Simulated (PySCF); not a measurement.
# Electron correlation in Ar⁺ (argon, charge +1)

[Ne] 3s2 3p5, 2P determinant. Calculation: PySCF 2.14, in x2c-TZVPall; scalar relativity by spin-free X2C-1e. Frozen: [Ne]; 7 electrons correlated.

MP2 pair energies summed by pair of shells (mhartree):

```tsv
pair	energy	share (%)
3p-3p	-103.36	63.6
3s-3p	-50.35	31.0
3s-3s	-8.73	5.4
```

Total MP2 correlation energy: -162.44 mhartree.

Same-spin part -37.83 and opposite-spin part -124.61 mhartree; SCS-MP2 scales them by 1/3 and 6/5 to -162.15 mhartree.

| level | correlation energy (mhartree) |
| --- | --- |
| CCSD | -188.10 |
| (T) | -5.25 |
| CCSD(T) | -193.35 |

Diagnostics: T1 = 0.0063, D1 = 0.0217, largest double amplitude 0.054.

Problem. Is a single reference adequate?

Solution. Yes: T1 lies below 0.03 and no double amplitude reaches 0.07.
